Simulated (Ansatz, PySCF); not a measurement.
Species: CaF2, charge 0, multiplicity 1. 
Geometry from a B3LYP-D3(BJ)/def2-TZVP (Ansatz, an electronic-structure program) optimisation:
```xyz
3

Ca     0.1079     0.1864     0.1914
F     -0.3681     1.2191    -1.4614
F      0.1283    -1.6332     1.0361
```
Charge 0, spin multiplicity 1.

Property: vertical triplet-singlet gap (E(triplet) - E(singlet); each state is the SCF solution reached for its spin; for the triplet the Hartree-Fock reference is unstable and T1 is 0.027), in kJ/mol. Valence correlation only, unless marked. Open shells are spin-unrestricted. Spin-orbit coupling is left out. Frozen are the shells of the preceding noble gas and the d and f shells that filled before the atom's block. The outer core of K, Ca and their heavier congeners is not correlated, a term that matters for these elements. No relativistic terms.  The program attaches cautions to a run behind CCSD/def2-SVPD: other roots. The program attaches cautions to a run behind CCSD/def2-TZVPPD: other roots. The program attaches cautions to a run behind CCSD(T)/def2-SVPD: other roots.

| level | program | vertical triplet-singlet gap (kJ/mol) |
|---|---|---|
| RI-HF/def2-TZVPPD | Ansatz | 521.3 |
| RI-HF/def2-QZVPPD | Ansatz | 522.9 |
| r2SCAN/def2-TZVPD | Ansatz | 548.6 |
| PBE0/def2-TZVPD | Ansatz | 579.2 |
| BHLYP/def2-TZVPD | Ansatz | 623.7 |
| M06-2X/def2-TZVPD | PySCF | 640.0 |
| wB97M-V/def2-TZVPD | Ansatz | 649.2 |
| wB97X-V/def2-TZVPD | Ansatz | 650.4 |
| B2PLYP/def2-TZVPD | Ansatz | 651.9 |
| RI-MP2/def2-TZVPPD | Ansatz | 723.0 |
| RI-MP2/def2-QZVPPD | Ansatz | 733.5 |
| CCSD/def2-SVPD | Ansatz | 698.1 |
| CCSD/def2-TZVPPD | Ansatz | 692.0 |
| CCSD(T)/def2-SVPD | Ansatz | 688.1 |
